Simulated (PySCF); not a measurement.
**Working out the ionisation energy of Ti**

Ti [Ar] 3d2 4s2 (3F) → Ti⁺ [Ar] 3d2 4s1 (4F). Computed with PySCF 2.14 in ANO-RCC-VTZP, with the spin-free X2C one-electron Hamiltonian (Gaussian nucleus). Frozen: [Ne]. Energies in hartree (1 hartree = 27.21139 eV):

```
             part   Ti (lower)  Ti⁺ (upper)
              UHF  -852.748178  -852.543855
MP2 opposite-spin    -0.246794    -0.216073
    MP2 same-spin    -0.091240    -0.086566
```

**Question.** What does Hartree-Fock give?

**Answer.** (-852.543855) − (-852.748178) = 0.204323 hartree = 5.560 eV.

**Question.** What do MP2 and SCS-MP2 (6/5 opposite-spin, 1/3 same-spin) give?

**Answer.** The opposite-spin parts differ by 0.836 eV and the same-spin parts by 0.127 eV. MP2: 5.560 + (0.836) + (0.127) = 6.523 eV. SCS-MP2: 5.560 + 1.2 × (0.836) + (0.127)/3 = 6.606 eV.

Measured between the centres of the two terms (NIST): 6.828 eV, so MP2 (valence and next inner shell) is off by -0.305 eV.

What remains against the reference includes basis incompleteness, the frozen core and correlation beyond second order.
